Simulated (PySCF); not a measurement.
Al(OH)2(OSiH3), SMILES [OH][Al]([OH])[O][SiH3] (B3LYP/def2-SVP optimised geometry):

```
10

Al    -1.600    -1.646     2.858
O     -1.489    -0.517     4.117
H     -1.765    -0.699     5.019
O     -2.221    -3.193     3.181
H     -2.318    -3.892     2.529
O     -1.085    -1.198     1.309
Si    -0.508    -0.379     0.000
H     -0.980    -1.036    -1.255
H      0.985    -0.379     0.000
H     -0.985     1.036     0.000
```

Calculation: B3LYP/def2-TZVP (PySCF).

Question: What are the frontier orbital energies and the dipole moment?

Answer: HOMO-2 -8.81 eV, HOMO-1 -8.53 eV, HOMO -8.49 eV, LUMO -1.01 eV, LUMO+1 0.53 eV; dipole moment 1.28 D.

On the same geometry PBE/def2-TZVP (PySCF) gives HOMO-2 -7.39 eV, HOMO-1 -7.27 eV, HOMO -7.24 eV, LUMO -1.57 eV, LUMO+1 -0.01 eV; dipole moment 1.29 D.

Meta-Löwdin charges at B3LYP/def2-TZVP: Al1 1.31, O2 -0.78, H3 0.35, O4 -0.79, H5 0.35, O6 -0.86, Si7 0.79, H8 -0.13, H9 -0.13, H10 -0.12.
